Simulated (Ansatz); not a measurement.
One change: `[OH][Al]([F])[CH2]Cl` becomes `[OH][Al]([F])[CH2]CF`.

Ansatz, PBE0-D4/def2-TZVP geometries, multiplicity 1. Each molecule was computed in one conformer, which needn't be the lowest.

```
                                          property  `[OH][Al]([F])[CH2]Cl`
    zero-point energy (PBE0-D4/def2-TZVP) / kJ/mol                   115.7
                HOMO energy (PBE0/def2-TZVPP) / eV                   -8.23
             HOMO–LUMO gap (B3LYP/def2-TZVPP) / eV                    7.04
           HOMO–LUMO gap (ωB97M-V/def2-TZVPP) / eV                   11.51
size of the dipole moment (ωB97M-V/def2-TZVPP) / D                    1.31
                 HOMO energy (PBE/def2-TZVPP) / eV                   -6.88
```

Question: Give the same properties after the change, and the shifts. (Best estimate.)

Answer: The calculation gave: 
```
                                          property  `[OH][Al]([F])[CH2]CF`  shift
    zero-point energy (PBE0-D4/def2-TZVP) / kJ/mol                   195.3   79.6
                HOMO energy (PBE0/def2-TZVPP) / eV                   -8.97  -0.74
             HOMO–LUMO gap (B3LYP/def2-TZVPP) / eV                    7.88   0.84
           HOMO–LUMO gap (ωB97M-V/def2-TZVPP) / eV                   12.26   0.75
size of the dipole moment (ωB97M-V/def2-TZVPP) / D                    2.00   0.69
                 HOMO energy (PBE/def2-TZVPP) / eV                   -7.49  -0.61
```

With PBE0 the HOMO falls by 0.74 eV and the LUMO rises by 0.14 eV, so the gap widens by about 0.88 eV. PBE moves the HOMO by -0.61 eV and ωB97M-V by -0.80 eV. The zero-point energy changes by 79.6 kJ/mol with +9 modes. Dipoles are sizes alone; their direction can turn.

B3LYP here is the variant with VWN-RPA as its local correlation; programs differ in this.
